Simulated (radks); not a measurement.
Rh+, 44 electrons, occupied as [Kr] 4d8. All-electron calculation, scalar-relativistic Kohn-Sham, B86b exchange with PBE correlation, spin-polarised, spherical densities, finite nucleus; open shells are filled with parallel spins first (spin-orbit coupling, left out, can overturn this in heavy ions); Fermi nuclear charge, rms radius 4.4945 fm. Program: a radial shooting solver on a logarithmic mesh with Libxc functionals.

Unscreened Slater integrals over Kohn-Sham orbitals (cm^-1). They are taken over the spin-up orbitals.

integral    value
F0(4d,4d)  130650
F2(4d,4d)   63881
F4(4d,4d)   41294
F0(4d,4p)  150820
F2(4d,4p)   72290
G1(4d,4p)   89851
G3(4d,4p)   54529
F0(4d,4s)  155660
G2(4d,4s)   64629
F0(4p,4p)  182470
F2(4p,4p)   95607
F0(4p,4s)  191010
G1(4p,4s)  129410
F0(4s,4s)  201000

Derived for the open shells (J is the average intra-shell exchange parameter used in DFT+U). 4d: Racah B = F2/49 - 5 F4/441 = 835.5 cm^-1, C = 35 F4/441 = 3277 cm^-1, C/B = 3.92, F4/F2 = 0.646, J = (F2 + F4)/14 = 7513 cm^-1.
